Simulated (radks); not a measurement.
The numbers below are computed, except where a source is named.
Spin polarisation of the 5d7 shell in the iridium ion Ir2+. Start: [Xe] 4f14 5d(up 3.5, down 3.5); electrons of 5d are moved from spin down to spin up, other shells keep equal spins. Level of theory: non-relativistic Kohn-Sham, PBE, spin-polarised, spherical densities, point nucleus (a radial shooting solver on a logarithmic mesh with Libxc functionals).

| moment (Bohr magnetons) | E - E(0) (eV) | e(5d up) (eV) | e(5d down) (eV) | 5p down minus up (eV) | 4f down minus up (eV) | 5s down minus up (eV) |
|---|---|---|---|---|---|---|
| 0 | 0.000 | -25.130 | -25.130 | 0.000 | 0.000 | 0.000 |
| 0.75 | -0.094 | -25.372 | -24.870 | 0.470 | 0.077 | 0.428 |
| 1.5 | -0.377 | -25.598 | -24.592 | 0.941 | 0.155 | 0.858 |
| 2.25 | -0.849 | -25.806 | -24.294 | 1.414 | 0.232 | 1.289 |
| 3 | -1.512 | -25.999 | -23.976 | 1.890 | 0.310 | 1.722 |

At moment 3 the spin-polarisation energy is -1.512 eV and the 5d exchange splitting 2.023 eV, that is 0.674 eV per Bohr magneton; E = -I m^2/4 would give I = 0.672 eV.
